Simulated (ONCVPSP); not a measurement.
# Before and after: ONCV potential for boron

ONCVPSP 4.0.1 input, shortened (lines: element, Z, core and valence counts, functional; n l f; lmax; l rc ep ncon nbas qcut; lloc lpopt rc5 dvloc0; l nproj debl; icmod fcfact rcfact), LDA (Perdew-Zunger), scalar-relativistic:

```
  B 5.00    1    2        3      upf
    1    0    2.00
    2    0    2.00
    2    1    1.00
    1
    0    1.25    0.00    4    8    4.80
    1    2.05    0.00    5    9    3.90
    4    5    1.05    0.00
    0    2    2.10
    1    1    2.00
    1    0.75    0.00
```

Change: s: rc 1.52.

Cutoffs: the cutoffs (Ha) at which the residual kinetic energy of the hardest occupied pseudo-wave falls to 1 and 0.1 mHa per electron; they do not see the model core or the augmentation charge, which bear on the density cutoff. Errors are all-electron minus pseudo energies relative to the spin-unpolarised reference configuration.

Question: Predict the effect on cutoff, ghosts and configuration errors.

Answer: The potential gets neither clearly harder nor softer (21 Ha and 56 Ha → 21 Ha and 56 Ha); the p channel sets the loose cutoff, while the largest relative change is in s, which becomes softer; the errors of the 4 common tests hardly move; neither file shows a bound ghost.

| quantity | base | changed |
| --- | --- | --- |
| cutoff, loose | 21 Ha | 21 Ha |
| cutoff, tight | 56 Ha | 56 Ha |
| loose cutoff by channel | s 12 Ha, p 21 Ha | s 9.9 Ha, p 21 Ha |
| bound ghosts | none | none |
| GHOST(+) flags under 300 eV | none | none |
| error for 2s2 2p0, meV [ΔE 8.33 eV] | +30 | +32 |
| error for 2s1 2p0, meV [ΔE 33.63 eV] | +108 | +104 |
| error for 2s2 2p0.5, meV [ΔE 2.94 eV] | +3.9 | +4.2 |
| error for 2s1 2p2, meV [ΔE 5.69 eV] | +0.1 | 0.0 |
| p: phases at 2.08 bohr within 0.05 rad from the reference energy up to (Ha; the scan ends near 5) | 1.1 | 1.1 |
| rms error of d²Exc/dni dnj with the model core, mHa | 1.10 | 1.09 |
